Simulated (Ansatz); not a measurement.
`O=CC(O)[SiH2]O`. Charge 0, multiplicity 1. The structure was optimised at the PBE0-D4/def2-TZVP level. It is one conformer, not always the lowest.

```xyz
12

O     2.073   -1.413   -0.294
C     1.499   -0.694    0.489
C     0.571    0.361    0.033
O     0.589    0.495   -1.370
Si   -1.257   -0.034    0.445
O    -2.166    1.077   -0.344
H     1.629   -0.807    1.582
H     0.839    1.308    0.525
H     1.186   -0.207   -1.681
H    -1.507   -1.422   -0.020
H    -1.552    0.103    1.892
H    -1.904    1.233   -1.256
```

Q: What is the dipole moment at ωB97M-V/def2-TZVPP? (Best estimate.)

A: Ansatz gave: 1.23 D, with components (0.07, 0.60, 1.07) D in this frame, pointing from negative to positive charge.

Q: And with PBE, r2SCAN, B3LYP? (Best estimate.)

A: Computed: PBE 1.09 D, r2SCAN 1.16 D, B3LYP 1.22 D.

Q: Give the Mulliken charges with ωB97M-V, r2SCAN, PBE in def2-TZVPP. (Estimate.)

A: The calculation gave: 
```tsv
atom	ωB97M-V	r2SCAN	PBE
O1	-0.31	-0.34	-0.26
C2	0.09	0.14	0.04
C3	0.00	0.10	0.08
O4	-0.36	-0.39	-0.33
Si5	0.44	0.52	0.42
O6	-0.39	-0.42	-0.36
H7	0.11	0.05	0.07
H8	0.11	0.06	0.08
H9	0.20	0.23	0.20
H10	-0.04	-0.09	-0.08
H11	-0.04	-0.08	-0.07
H12	0.19	0.21	0.20
```

B3LYP here is the variant with VWN-RPA as its local correlation; programs differ in this.
